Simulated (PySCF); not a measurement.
Simulated absorption spectrum

Species: AlCl2Br.
Z-matrix (Å and degrees, PBE0-D3(BJ)/def2-SVP geometry), rows numbered from 1:
```
Al
Cl  1  2.0814
Cl  1  2.0823  2  119.05
Br  1  2.2292  2  120.08  3   179.91
```

Method used: TDDFT wB97X-D/def2-SVPD, vertical, gas phase, core orbitals frozen in the response (PySCF 2.14.0, density-fitted response routines). Relativistic effects, spin–orbit coupling among them, are left out although an element past zinc is present.

Broadening: Gaussians 0.5 eV wide at half height, area fixed by f = 4.319×10⁻⁹ ∫ε dν̃. The cross-section is σ = 3.8235×10⁻²¹ ε cm², given in Mb (10⁻¹⁸ cm²). The width is an assumption, not a result. The curve ends short of the highest state used, and states not computed would add to its high-energy end.

(E (eV), σ (Mb)): (5.67, 0.00), (5.78, 0.03), (5.90, 0.13), (6.01, 0.42), (6.12, 1.05), (6.23, 2.10), (6.34, 3.36), (6.45, 4.40), (6.56, 4.83), (6.68, 4.65), (6.79, 4.67), (6.90, 6.01), (7.01, 9.57), (7.12, 15.92), (7.23, 25.77), (7.34, 39.37), (7.46, 55.74), (7.57, 66.64), (7.68, 69.10), (7.79, 62.29), (7.90, 48.53), (8.01, 32.50), (8.12, 19.79), (8.24, 14.36)

Question: Locate the maxima and give the states behind the curve.

Answer: 189 nm (6.57 eV), ε about 1300, made up of S1 (41%) and S3 (56%); 162 nm (7.65 eV), ε about 18000, made up of S9 (56%), S10 (20%) and S11 (23%) (ε in L mol⁻¹ cm⁻¹; maxima over ε = 5, shares over 10%). The states used: S1 6.42 eV (f 0.012); S2 6.60 eV (f 0.0000); S3 6.65 eV (f 0.014); S4 7.13 eV (f 0.0065); S5 7.20 eV (f 0.042); S6 7.22 eV (f 0.0001); S7 7.32 eV (f 0.0000); S8 7.48 eV (f 0.0004); S9 7.54 eV (f 0.214); S10 7.76 eV (f 0.076); S11 7.86 eV (f 0.123); S12 8.28 eV (f 0.0075); S13 8.61 eV (f 0.143); S14 8.65 eV (f 0.0013); S15 8.84 eV (f 0.020).

Question: On this curve, what absorbance would a 10⁻³ mol/L sample give at 193 nm over a 1 cm path?

Answer: 193 nm is 6.424 eV, where ε is about 1100 L mol⁻¹ cm⁻¹, so A = ε c l ≈ 1.1 (Beer–Lambert, with the gas-phase spectrum and the assumed width).

Question: What would ε be at 7.65 eV, the highest of these maxima, with half the width (0.25 eV)?

Answer: About 20800 L mol⁻¹ cm⁻¹ against 18100, a factor of about 1.1; a lone state at its own centre would give exactly 2.

Question: Coming from long wavelengths, where does ε first pass 100 L mol⁻¹ cm⁻¹?

Answer: At about 207 nm (6.00 eV), 0.42 eV below S1.
